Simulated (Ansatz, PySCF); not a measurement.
The PySCF input:
```python
from pyscf import gto, scf, dft

mol = gto.M(
    atom='''
C     0.96836687    1.62484491   -0.76052423
C     0.85766857    0.43496320   -0.25919614
O     1.82716753   -0.46773471    0.02554734
C    -0.51107517   -0.17397694    0.11856043
F    -0.74535784   -1.30283470   -0.55302044
F    -0.57500516   -0.45977264    1.42058678
F    -1.51929941    0.66170885   -0.15116973
H     0.35637924    2.44302295   -1.04286976
H     2.69348056   -0.10804615   -0.20211870
''',
    basis='cc-pvdz',
    spin=1,
    verbose=4,
)

mf = dft.UKS(mol)
mf.xc = 'r2scan'
mf.grids.atom_grid = (99, 590)
mf.grids.prune = None
mf.kernel()
```

Q: Write the same job for Ansatz (an electronic-structure program).

A: This is not unique; one that fits is 
Ansatz 0.2 input:
```yaml
crystal:
  periodic: [false, false, false]
  atoms:
    - {symbol: C, position_ang: [0.96836687, 1.62484491, -0.76052423]}
    - {symbol: C, position_ang: [0.85766857, 0.43496320, -0.25919614]}
    - {symbol: O, position_ang: [1.82716753, -0.46773471, 0.02554734]}
    - {symbol: C, position_ang: [-0.51107517, -0.17397694, 0.11856043]}
    - {symbol: F, position_ang: [-0.74535784, -1.30283470, -0.55302044]}
    - {symbol: F, position_ang: [-0.57500516, -0.45977264, 1.42058678]}
    - {symbol: F, position_ang: [-1.51929941, 0.66170885, -0.15116973]}
    - {symbol: H, position_ang: [0.35637924, 2.44302295, -1.04286976]}
    - {symbol: H, position_ang: [2.69348056, -0.10804615, -0.20211870]}
basis:
  gaussian:
    orbitals: cc-pVDZ
hamiltonian:
  xc: r2scan
magnetization: {spin_polarized: true, initial_magnetization: 1}
accuracy: high
```

Both were run: PySCF gave -489.979885 Eh and Ansatz -489.979879 Eh, 0.006 mEh apart.
